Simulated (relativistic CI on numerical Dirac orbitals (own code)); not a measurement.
Calculated at this level of theory: Dirac-Coulomb-Breit CI, orbitals from a KLI potential per configuration, model QED, unscaled Slater integrals (own radial code, finite nucleus).

Configuration list (outside the closed core 1s2): 2s, 2p, 3s, 3p, 3d, 4s, 4p, 4f, 4d, 5s, 5p, 5f, 5d, 5g, 6s, 6p, 6d. Levels of other configurations are missing.

At this charge energies of transitions that change n are usually good to better than 1 %, and those within a shell (Δn = 0) to a few per cent.

Outline of the computed level scheme of Al XI. Lowest level of each configuration: 2s 2S_1/2 at 0.000 eV; 2p 2P°_1/2 at 21.950 eV; 3s 2S_1/2 at 250.391 eV; 3p 2P°_1/2 at 256.430 eV; 3d 2D_3/2 at 258.748 eV; 4s 2S_1/2 at 335.411 eV; 4p 2P°_1/2 at 337.889 eV; 4d 2D_3/2 at 338.853 eV; 4f 2F°_5/2 at 338.918 eV.

Some strong electric-dipole decays among the lowest 15 levels: 3d 2D_5/2 → 2p 2P°_3/2 (9.8e+11 s⁻¹); 3d 2D_3/2 → 2p 2P°_1/2 (8.2e+11 s⁻¹); 4d 2D_5/2 → 2p 2P°_3/2 (3.2e+11 s⁻¹); 3p 2P°_1/2 → 2s 2S_1/2 (3.1e+11 s⁻¹); 3p 2P°_3/2 → 2s 2S_1/2 (3.1e+11 s⁻¹); 4d 2D_3/2 → 2p 2P°_1/2 (2.7e+11 s⁻¹); 4f 2F°_7/2 → 3d 2D_5/2 (2.0e+11 s⁻¹); 4f 2F°_5/2 → 3d 2D_3/2 (1.9e+11 s⁻¹).
